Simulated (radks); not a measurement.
The numbers below are computed, except where a source is named.
Question: These are the eigenvalues of the occupied orbitals of an atom or ion with whole-number occupations (hartree). Level of theory: Dirac Kohn-Sham, PBE, spin-unpolarised, spherical densities, finite nucleus; Fermi nuclear charge, rms radius of each element as measured or else 0.836 A^(1/3) + 0.57 fm (a radial shooting solver on a logarithmic mesh with Libxc functionals).

orbital  eigenvalue
1s1/2     -279.8869
2s1/2     -33.80213
2p1/2     -29.43740
2p3/2     -28.89143
3s1/2      -4.51424
3p1/2      -3.20876
3p3/2      -3.14036
3d3/2      -1.03897
3d5/2      -1.03150

Which element is it, and in what charge state? The configuration may be excited. Open shells, if any, fill j = l - 1/2 first.

Answer: Z = 27, cobalt, charge +2: Co2+ in [Ne] 3s1 3p6 3d8. The list shows which subshells hold electrons but not how many an open one holds; the 1s level, -279.89 hartree, gives Z - s = 23.7 by -(Z - s)^2/2, which with screening and relativity narrows Z to a few neighbours, and the depths of the outer levels then fix element, charge and occupations together.
